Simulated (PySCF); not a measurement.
This script is equivalent to a calculation on Rb (rubidium, neutral).

```python
from pyscf import gto, scf, dft, mp, cc
import basis_set_exchange as bse
mol = gto.M(atom="Rb 0 0 0", charge=0, spin=1, symmetry="D2h",
            basis=gto.basis.parse(bse.get_basis("cc-pVDZ-X2C", elements=["Rb"], fmt="nwchem", header=False)),
            nucmod="G")
mf = dft.UKS(mol, xc="B3LYP").sfx2c1e()
mf.irrep_nelec = {'Ag': (7, 6), 'B1g': (1, 1), 'B2g': (1, 1), 'B3g': (1, 1), 'B1u': (3, 3), 'B2u': (3, 3), 'B3u': (3, 3)}
mf.kernel()
```

**Question.** What total energy does it give?

**Answer.** -2981.05 hartree (calculated).

**Question.** Which occupied shell lies highest, and where?

**Answer.** 5s α, at -2.817 eV.

**Question.** What is ⟨S²⟩, and what would a pure spin state give?

**Answer.** 0.750, against 0.75.
